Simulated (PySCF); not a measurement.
# Excitation energy of Cs by level of theory

Cs [Xe] 6s1 (2S) → Cs [Xe] 6p1 (2P), as a difference of total energies. Calculation: PySCF 2.14, in ANO-RCC-VTZP (8s7p4d2f1g, 72 functions); the spin-free X2C one-electron Hamiltonian (Gaussian nucleus). Correlated levels: valence and next inner shell: [Kr] 4d10 frozen. The calculations carry no spin-orbit coupling.

```tsv
method	excitation energy (cm⁻¹)
UHF	9520.2
LDA	11246
PBE	10047
PBE0	9959.5
r2SCAN	9631.5
LC-wPBE	10001
MN15	12730
MP2 (valence and next inner shell)	11050
SCS-MP2 (valence and next inner shell)	10723
```

Errors of the correlated levels include the incompleteness of this basis and the frozen core.

The basis was made for the ground configuration and has no added diffuse functions, so the excitation energy can come out too high.

For comparison: 11548 cm⁻¹ (measured; NIST levels, between the centres of gravity of the two terms).
